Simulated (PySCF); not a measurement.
# Vertical excitation energies

Species: Zr(NCS)2(OMe)2, C₄H₆N₂O₂S₂Zr (singlet state).
Structure used (PBE0-D3(BJ)/def2-SVP), in Å, numbered top down from 1:
```xyz
17
C4H6N2O2S2Zr angstrom
Zr     0.378   -0.004    0.297
N      0.389    0.001    2.371
C      0.333    0.009    3.571
S      0.261    0.016    5.146
N      2.316   -0.024   -0.440
C      3.415   -0.032   -0.927
S      4.857   -0.040   -1.564
O     -0.497    1.564   -0.323
C     -1.201    2.635   -0.859
H     -1.084    3.529   -0.224
H     -2.276    2.399   -0.932
H     -0.830    2.877   -1.869
O     -0.522   -1.561   -0.317
C     -1.241   -2.619   -0.855
H     -0.654   -3.551   -0.802
H     -1.491   -2.426   -1.913
H     -2.182   -2.772   -0.300
```

Computed with TDDFT PBE0/def2-SVPD, vertical, gas phase, core orbitals frozen in the response, def2 core potentials past Kr in PySCF 2.14.0, density-fitted response routines. Spin–orbit coupling is left out.

Q: What does the calculation give for the low-lying excited states?

A: 

```json
{"state": "S1", "E (eV)": "4.11", "E (kJ/mol)": "397", "λ (nm)": "301.6", "f": "0.0000", "main configurations (H = HOMO, L = LUMO)": "H-1→L (91%)"}
{"state": "S2", "E (eV)": "4.12", "E (kJ/mol)": "398", "λ (nm)": "300.6", "f": "0.0001", "main configurations (H = HOMO, L = LUMO)": "H-2→L (89%)"}
{"state": "S3", "E (eV)": "4.27", "E (kJ/mol)": "412", "λ (nm)": "290.4", "f": "0.082", "main configurations (H = HOMO, L = LUMO)": "H→L (71%), H-2→L+1 (17%)"}
{"state": "S4", "E (eV)": "4.45", "E (kJ/mol)": "429", "λ (nm)": "278.6", "f": "0.0005", "main configurations (H = HOMO, L = LUMO)": "H-3→L (57%), H-1→L+1 (25%), H-2→L+2 (8%)"}
{"state": "S5", "E (eV)": "4.47", "E (kJ/mol)": "432", "λ (nm)": "277.2", "f": "0.0008", "main configurations (H = HOMO, L = LUMO)": "H→L+1 (83%), H-3→L+2 (12%)"}
{"state": "S6", "E (eV)": "4.60", "E (kJ/mol)": "444", "λ (nm)": "269.5", "f": "0.0000", "main configurations (H = HOMO, L = LUMO)": "H-3→L+1 (57%), H→L+2 (39%)"}
{"state": "S7", "E (eV)": "5.14", "E (kJ/mol)": "496", "λ (nm)": "241.4", "f": "0.330", "main configurations (H = HOMO, L = LUMO)": "H-2→L+1 (53%), H-1→L+1 (20%), H-1→L+2 (12%)"}
{"state": "S8", "E (eV)": "5.21", "E (kJ/mol)": "503", "λ (nm)": "238.0", "f": "0.080", "main configurations (H = HOMO, L = LUMO)": "H-1→L+1 (38%), H-2→L+2 (29%), H-2→L+1 (17%)"}
{"state": "S9", "E (eV)": "5.26", "E (kJ/mol)": "508", "λ (nm)": "235.6", "f": "0.0000", "main configurations (H = HOMO, L = LUMO)": "H→L+2 (57%), H-3→L+1 (41%)"}
{"state": "S10", "E (eV)": "5.41", "E (kJ/mol)": "522", "λ (nm)": "229.0", "f": "0.0006", "main configurations (H = HOMO, L = LUMO)": "H-3→L+2 (82%), H→L+1 (14%)"}
```

Triplets (Tamm–Dancoff): T1 3.71 eV, H→L (86%); T2 3.88 eV, H-3→L (71%), H→L+3 (8%); T3 3.95 eV, H-1→L (60%), H-2→L (24%); T4 3.95 eV, H-2→L (59%), H-1→L (25%).

The lowest singlet lies at 4.11 eV (302 nm, ultraviolet) and is dark (f under 0.0005); its leading configuration is HOMO-1→LUMO (91%). The strongest level in the table is S7 at 5.14 eV (241 nm, f = 0.330). For S1 the Löwdin share of zirconium is at most 9% in HOMO-1 and 42% in LUMO; for S7 the Löwdin share of zirconium is at most 10% in HOMO-2 and 42% in LUMO+1. Of the 10 states listed, 3 reach f = 0.01 and 5 stay under 0.0005. Weighted by f, the mean energy of these states is 5.00 eV. The listed states span 1.30 eV, and the widest gap between neighbours is 0.54 eV (S6 to S7). The window holds the lowest 10 singlets.
